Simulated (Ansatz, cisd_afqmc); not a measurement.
System: F, charge -1, singlet.

Total energies in aug-cc-pVTZ, 8 correlated electrons, 1 frozen orbitals. Open shells are spin-unrestricted; no spin-orbit coupling. Cores are frozen in correlated methods. No relativity. AFQMC is phaseless with a CISD trial state; ± is one standard error, without the phaseless bias. Outlying blocks are dropped, and bars are widened where a walk drifts. Over all cases where full CI ran beside it in this data, AFQMC minus full CI had a median of +0.1 mEh and passed +0.4 mEh in a tenth of the cases.

| method | program | energy (Eh) | minus CCSDTQ (mEh) |
|---|---|---|---|
| HF | Ansatz | -99.45081 | 299.07 |
| MP2 | Ansatz | -99.74588 | 4.00 |
| CCSD | Ansatz | -99.73930 | 10.57 |
| CCSD(T) | Ansatz | -99.74954 | 0.34 |
| CCSDT(Q) | Ansatz | -99.74995 | -0.07 |
| CCSDTQ | Ansatz | -99.74987 | 0.00 |
| AFQMC/CISD | cisd_afqmc | -99.7497 ± 0.0003 | 0.2 ± 0.3 |

Ansatz is a quantum-chemistry and plane-wave program.
